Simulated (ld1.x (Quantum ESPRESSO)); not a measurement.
# Before and after: TM semilocal potential for V (Z = 23)

V (Z = 23), norm-conserving Troullier–Martins (semilocal form), made with ld1.x (Quantum ESPRESSO) 7.5 (LDA (PZ), scalar-relativistic). Core [Ar], reference 3d3 4s1 4p1. Waves: 4s (bound): rc 2.80 bohr; 3d (bound): rc 1.40 bohr; 4p (bound): rc 3.15 bohr. Local part: the p channel. Core correction: a·sin(br)/r model core, default radius (core density twice the valence density).

All-electron outer shells of the reference configuration (LDA (PZ), scalar-relativistic, ld1.x):

| shell | level (eV) | outermost node (bohr) | outermost maximum (bohr) |
| --- | --- | --- | --- |
| 3s | -71.25 | 0.38 | 0.82 |
| 3p | -45.37 | 0.35 | 0.84 |
| 3d | -6.71 | – | 0.88 |
| 4s | -5.70 | 1.17 | 2.69 |
| 4p | -2.20 | 1.30 | 3.50 |

Change: core correction a·sin(br)/r model core inside 1.04 bohr.

Cutoffs: the cutoffs (Ry, on a coarse ladder) from which the occupation-weighted sum of valence levels, in a spherical-Bessel basis at the reference potential, stays within 10 and 1 mRy of its value at 400 Ry; they do not see the model core or the augmentation charge, which bear on the density cutoff. Errors are all-electron minus pseudo energies relative to the spin-unpolarised reference configuration.

**Question.** Predict the effect on cutoff, ghosts and configuration errors.

**Answer.** The potential gets neither clearly harder nor softer (100 Ry and 110 Ry → 100 Ry and 110 Ry); of the 9 tests that both files solve, the error grows in 0 and shrinks in 2 by more than 15 % and 0.3 meV (median size 40.4 → 42.6 meV); neither file shows a bound ghost. The default core radius of the base comes out at 1.49 bohr. A semilocal file is local in each channel, so a ghost entry of none says nothing of the separable form that plane-wave codes build from it. A model core, the more so a compact one, raises the density cutoff, which this test does not measure.

| quantity | base | changed |
| --- | --- | --- |
| cutoff, loose | 100 Ry | 100 Ry |
| cutoff, tight | 110 Ry | 110 Ry |
| bound ghosts | none | none |
| error for 3d3 4s2 4p0, meV [ΔE -3.41 eV] | -1.7 | -1.8 |
| error for 3d3 4s1 4p0, meV [ΔE 4.53 eV] | -2.5 | -2.6 |
| error for 3d3 4s0 4p0, meV [ΔE 19.08 eV] | -26 | -27 |
| error for 3d3 4s1.5 4p0, meV [ΔE -0.23 eV] | -1.3 | -1.3 |
| error for 3d3.5 4s1.5 4p0, meV [ΔE -3.38 eV] | -40 | -43 |
| error for 3d2 4s2 4p1, meV [ΔE 2.50 eV] | -294 | -330 |
| error for 3d4 4s0 4p0, meV [ΔE 3.97 eV] | -231 | -247 |
| error for 3d3 4s1 4p1 (spin-polarised), meV [ΔE -2.77 eV] | +788 | +139 |
| error for 3d3 4s2 4p0 (spin-polarised), meV [ΔE -5.04 eV] | +770 | +137 |
| s: phases at 3.39 bohr within 0.05 rad from the reference energy up to (Ry; the scan ends near 5) | 1.3 | 1.3 |
| p: phases at 3.39 bohr within 0.05 rad from the reference energy up to (Ry; the scan ends near 5) | 1.9 | 1.9 |
| d: phases at 3.39 bohr within 0.05 rad from the reference energy up to (Ry; the scan ends near 5) | 3.6 | 3.6 |
